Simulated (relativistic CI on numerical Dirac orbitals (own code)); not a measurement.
**Slater and spin-orbit integrals, Sr8+**

Computed by Dirac-Coulomb-Breit CI, separate exchange-only KLI orbitals for each configuration, model QED (radiative potential, 1s self-energy scaled to tabulated hydrogen-like ionisation energies), unscaled Slater integrals (own radial code, finite nucleus).

Slater integrals F^k, G^k are unscaled and averaged over j, outside the closed core [Ar] 3d10; ζ comes from projecting the Hamiltonian with its Breit term on Σ l·s of the shell.

- 4s 4p: G^1(4s,4p) = 107710, ζ(4p) = 9366.7 cm⁻¹; <r>(4s) = 1.204, <r^2>(4s) = 1.627, <r>(4p) = 1.296, <r^2>(4p) = 1.894 (bohr units).
- 4p2: F^2(4p,4p) = 81023, ζ(4p) = 9329.9 cm⁻¹; <r>(4p) = 1.298, <r^2>(4p) = 1.898 (bohr units).
- 4s 4d: G^2(4s,4d) = 67728, ζ(4d) = 784.78 cm⁻¹; <r>(4s) = 1.202, <r^2>(4s) = 1.624, <r>(4d) = 1.506, <r^2>(4d) = 2.578 (bohr units).

In this model ζ of a weakly bound d, f or g electron outside closed shells comes out too small, for d by up to a factor of two or three and at times with the wrong sign; that of an outer p electron is too small as well.

Averages of the first 10 configurations, taken without configuration mixing, which lowers the lowest level and can move excited configurations by several eV; other configurations of the list can lie among them:

```csv
Configuration,Parity,States,Average energy above the lowest level (eV)
4s2,even,1,1.3
4s 4p,odd,12,21.1
4p2,even,15,44.6
4s 4d,even,20,55.6
4d2,even,45,112.0
4s 4f,odd,28,85.4
4p 4d,odd,60,77.7
4p 5s,odd,12,98.8
4s 5s,even,4,75.9
4f2,even,91,172.0
```
